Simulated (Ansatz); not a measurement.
`OB(Br)Br` + `O[SiH3]` → `OB(Br)O[SiH3]` + HBr  (ligand exchange at a B–Br bond)

Isolated molecules relaxed with PBE0-D4/def2-TZVP in Ansatz; ΔE leaves out vibrations. CCSD(T)/CBS adds triple-zeta CCSD(T) − MP2 to the extrapolated MP2 energy (def2 sets, frozen cores). Functionals use def2-TZVPP. For Br outer-core shells are correlated without core-valence functions, which leaves a few kJ/mol of doubt a bond. Scalar relativity is left out up to krypton. One conformer a species, not always the lowest.

`OB(Br)Br`:

Cartesian coordinates in Å:
```
O 0.403 -1.046 -0.017
B -0.232 0.127 -0.108
Br -1.874 0.207 -1.075
Br 0.481 1.715 0.714
H 1.222 -1.004 0.486
```

`O[SiH3]`:

Z-matrix (Å, degrees):
```
Si
O 1 1.648
H 1 1.489 2 111.7
H 1 1.489 2 111.7 3 120.9
H 1 1.481 2 105.9 3 -119.6
H 2 0.957 1 117.9 3 -60.5
```

`OB(Br)O[SiH3]`:

Cartesian coordinates in Å:
```
O -1.877 -1.528 0.140
B -0.915 -0.614 0.367
Br -0.801 0.250 2.124
O -0.042 -0.295 -0.596
Si 1.244 0.749 -0.697
H -2.447 -1.681 0.897
H 2.276 0.375 0.299
H 1.777 0.605 -2.070
H 0.785 2.139 -0.464
```

HBr:

Cartesian coordinates in Å:
```
Br 0.207 -0.028 0.679
H -0.207 0.028 -0.679
```

| species | BLYP-D4 energy (Eh) |
| --- | --- |
| `OB(Br)Br` | -5249.19602 |
| `O[SiH3]` | -367.18220 |
| `OB(Br)O[SiH3]` | -3041.62053 |
| HBr | -2574.78294 |

Work out ΔE.

ΔE = (-3041.62053) + (-2574.78294) − (-5249.19602) − (-367.18220) = -0.02525 Eh = -15.8 kcal/mol. CCSD(T)/CBS gives -15.1 kcal/mol.

Largest T1 diagnostic among the species: 0.011.

Leaving LDA and LC-ωPBE aside and taking each functional with its dispersion term where it has one, the values, not all of them listed here, spread over 4.6 kcal/mol, from BHLYP-D4 to revPBE-D4. LDA lies −2.4 kcal/mol from PBE without D4. In def2-TZVPP, CCSD(T) changes the Hartree–Fock value by +3.2 kcal/mol (the triples alone add +0.6 kcal/mol) and MP2 by +4.8 kcal/mol.
